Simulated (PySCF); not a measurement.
Several orderings of computed values.

Species are written as SMILES; each is one conformer at its optimised geometry, gas phase, non-relativistic unless stated. Electronic properties by PySCF.

The conformers computed, where there is a choice (atom-mapped SMILES and torsion angles):
- `[CH3:1][CH:2]([CH3:3])[O:4][C@@H:5]([CH3:6])[C@@H:7]([F:8])[Cl:9]`: C1–C2–O4–C5 154°, C2–O4–C5–C6 141°, O4–C5–C7–F8 58°
- `[CH2:1]=[CH:2][Ge:3]([CH:4]=[CH2:5])([CH:6]=[CH2:7])[CH:8]=[CH2:9]`: C1–C2–Ge3–C4 136°, C2–Ge3–C4–C5 -138°, C2–Ge3–C6–C7 -135°, C2–Ge3–C8–C9 -130°
- `[CH3:1][CH2:2][C@@H:3]([CH2:4][O:5][CH3:6])[C@H:7]([F:8])[Cl:9]`: C1–C2–C3–C4 69°, C2–C3–C4–O5 -178°, C3–C4–O5–C6 -177°, C2–C3–C7–F8 59°

Question: Rank by dipole moment, lowest first (CAM-B3LYP/def2-SVPD at PBE0-D3(BJ)/def2-SVP geometries).
A. `C=[CH][Ge]([CH]=C)([CH]=C)[CH]=C`
B. `CC(C)O[C@@H](C)[C@@H](F)Cl`
C. `CC[C@@H](COC)[C@H](F)Cl`
D. `[F][Ti]([F])([F])[F]`

Answer: D (0.00 D), A (0.16 D), B (1.66 D), C (2.95 D).

Question: Rank by HOMO–LUMO gap, highest first (CAM-B3LYP/def2-SVPD at PBE0-D3(BJ)/def2-SVP geometries).
A. `C=[CH][Ge]([CH]=C)([CH]=C)[CH]=C`
B. `CC(C)O[C@@H](C)[C@@H](F)Cl`
C. `[AlH]([CH2]C)[CH2]C`
D. `[F][Ti]([F])([F])[F]`

Answer: D (12.18 eV), B (10.37 eV), A (9.45 eV), C (8.54 eV).

Question: Rank by electronic spatial extent ⟨r²⟩ about the centre of nuclear charge, lowest first (CAM-B3LYP/def2-SVPD at PBE0-D3(BJ)/def2-SVP geometries).
A. `CC(C)O[C@@H](C)[C@@H](F)Cl`
B. `CC[C@H]([C@H](F)Cl)COC`
C. `[F][Ti]([F])([F])[F]`
D. `C=[CH][Ge]([CH]=C)([CH]=C)[CH]=C`

Answer: C (468 bohr²), D (1630 bohr²), B (1737 bohr²), A (1808 bohr²).

Question: Give the two extremes of that set in Å².

Answer: `[F][Ti]([F])([F])[F]`: 131 Å²; `CC(C)O[C@@H](C)[C@@H](F)Cl`: 506 Å².

Question: Rank by static isotropic polarisability, highest first (CAM-B3LYP/def2-SVPD at PBE0-D3(BJ)/def2-SVP geometries).
A. `[H][Al]([CH2]C)[CH2]C`
B. `C=[CH][Ge]([CH]=C)([CH]=C)[CH]=C`
C. `[F][Ti]([F])([F])[F]`
D. `CC(C)O[C@@H](C)[C@@H](F)Cl`

Answer: B (125.2 au), D (93.9 au), A (78.0 au), C (32.2 au).

Question: By how much do the two ends of that ranking differ?

Answer: By 93.0 au, between `C=[CH][Ge]([CH]=C)([CH]=C)[CH]=C` and `[F][Ti]([F])([F])[F]`.

Question: Rank by lowest singlet excitation, highest first (TDDFT CAM-B3LYP/def2-SVPD at PBE0-D3(BJ)/def2-SVP geometries).
A. `C[CH2][AlH][CH2]C`
B. `CC(C)O[C@@H](C)[C@@H](F)Cl`
C. `C=[CH][Ge]([CH]=C)([CH]=C)[CH]=C`
D. `[F][Ti]([F])([F])[F]`

Answer: D (7.52 eV), B (7.30 eV), C (6.24 eV), A (4.99 eV).

Question: By how much do the two ends of that ranking differ?

Answer: By 2.53 eV, between `[F][Ti]([F])([F])[F]` and `[H][Al]([CH2]C)[CH2]C`.

Question: Rank by vertical ionisation energy, lowest first (ΔSCF CAM-B3LYP/def2-SVPD at PBE0-D3(BJ)/def2-SVP geometries).
A. `C(O[C@H]([C@H](Cl)F)C)(C)C`
B. `CC[C@@H](COC)[C@H](F)Cl`
C. `C[CH2][AlH][CH2]C`
D. `C=[CH][Ge]([CH]=C)([CH]=C)[CH]=C`

Answer: C (9.22 eV), D (9.49 eV), A (9.73 eV), B (10.09 eV).
